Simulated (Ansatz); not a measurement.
# Cost against result

Saddle point of GaNH4Cl2, singlet (GaNH₂Cl₂ ([NH2][Ga]([Cl])[Cl]) + H₂ → GaHCl₂ ([Cl][GaH][Cl]) + NH₃ (still joined by a long Ga–N bond); bonds formed: Ga1–H6, N2–H5; bonds broken: H5–H6; bonds weakened to dative contacts: Ga1–N2), PBE0-D4/def2-TZVP structure:

```
8
angstrom
Ga -0.6888 0.1878 -0.4710
N 1.0699 0.0296 0.3235
Cl -0.9946 -0.8764 -2.2963
Cl -1.7553 1.9867 -0.0425
H 0.0361 -0.7407 0.9531
H -0.9210 -0.9824 0.9371
H 1.7962 -0.4393 -0.2036
H 1.4575 0.8349 0.7995
```

Barriers are electronic and count from the start structure reached by relaxing down the imaginary mode.

Computed with Ansatz 0.2.0 (basis: as named in each row); correlated methods freeze the cores. Filled d shells of the heavier atoms are correlated. The def2 sets are not built for correlating such inner shells, so the correlated values are less sure here. B3LYP uses VWN-RPA correlation. Extrapolation: Hartree–Fock as exp(−7.88 √X), correlation as X^−2.97.

Times are rough, for one single point on 4 threads of a shared host (AMD EPYC 9R45).

The estimate by CCSD(T) at an estimated basis limit (MP2 extrapolated from triple and quadruple zeta, plus CCSD(T) − MP2 in triple zeta) is 105.6 kJ/mol.

| method | basis | time (s) | barrier (kJ/mol) | method less estimate |
| --- | --- | --- | --- | --- |
| HF | STO-3G | under 1 | 220.3 | 114.6 |
| PBE-D4 | STO-3G | under 1 | 192.0 | 86.4 |
| SPW92 | def2-SVP | under 1 | 33.2 | -72.5 |
| PBE-D4 | def2-SVP | under 1 | 62.6 | -43.1 |
| B3LYP-D4 | 6-31G | under 1 | 107.6 | 1.9 |
| PBE0-D4 | def2-SVP | under 1 | 72.3 | -33.4 |
| SPW92 | def2-TZVPP | under 1 | 47.5 | -58.1 |
| PBE-D4 | def2-TZVPP | under 1 | 77.1 | -28.6 |
| BLYP-D4 | def2-TZVPP | under 1 | 93.6 | -12.1 |
| PBE0-D4 | def2-TZVPP | 1 | 85.1 | -20.6 |
| B3LYP-D4 | def2-TZVPP | 1 | 98.0 | -7.6 |
| BHLYP-D4 | def2-TZVPP | 1 | 107.8 | 2.1 |
| CAM-B3LYP-D4 | def2-TZVPP | 1 | 99.1 | -6.5 |
| r2SCAN-D4 | def2-TZVPP | 1 | 83.3 | -22.4 |
| RPA on PBE | def2-TZVPP | 2 | 102.9 | -2.7 |
| wB97M-V | def2-SVP | 2 | 81.5 | -24.1 |
| r2SCAN0-D4 | def2-TZVPP | 2 | 89.6 | -16.0 |
| CCSD(T) | def2-SVP | 2 | 98.4 | -7.2 |
| B2PLYP | def2-TZVPP | 2 | 102.2 | -3.4 |
| PBE-QIDH | def2-TZVPP | 2 | 94.4 | -11.2 |
| B97M-V | def2-TZVPP | 2 | 86.7 | -18.9 |
| wB97X-V | def2-TZVPP | 3 | 101.1 | -4.6 |
| wB97M-V | def2-TZVPP | 3 | 100.4 | -5.3 |
| MP2 | def2-QZVPP | 6 | 105.7 | 0.1 |
| CCSD(T) | def2-TZVPP | 32 | 102.2 | -3.5 |

All methods are single points on the PBE0-D4 structures.

No T1 diagnostic of these runs exceeds 0.012.

Labels in which every atom is bracketed show which atoms are joined, not bond orders.
